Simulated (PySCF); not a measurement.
Sn(H)2(OMe)(NH2) (CH₇NOSn), SMILES C[O][SnH2][NH2].

Coordinates come from a B3LYP-D3(BJ)/def2-SVP optimisation. The structure was generated by enumeration; whether it is a known compound was not checked. The def2 effective core potentials stand for the cores of Sn; spin–orbit coupling is left out. Other conformers were not sampled.

These are PySCF 2.14.0 with C-PCM-PBE0/def2-SVP values and carry that method's errors.

The values are the electrostatic part of the solvation free energy, E(continuum) − E(gas) at the gas-phase geometry, in a cavity of scaled van der Waals radii (PySCF's table); cavitation and dispersion terms are not included. A continuum can't describe solvent molecules that bind to the metal. In vacuum the orbital gap is 7.19 eV. The dipole moment in vacuum is 1.39 D.

```tsv
solvent	ε	ΔG(elec) (kcal/mol)	dipole (D)	gap (eV)
water	78.36	-5.9	1.84	7.34
toluene	2.37	-3.3	1.62	7.29
diethylether	4.24	___	___	___
```

Problem. Complete the blanks. (An estimate is asked for; the answer gives what the named calculation found.)

Solution. 
- diethylether, ΔG(elec) (kcal/mol): -4.4
- diethylether, dipole (D): 1.71
- diethylether, gap (eV): 7.31
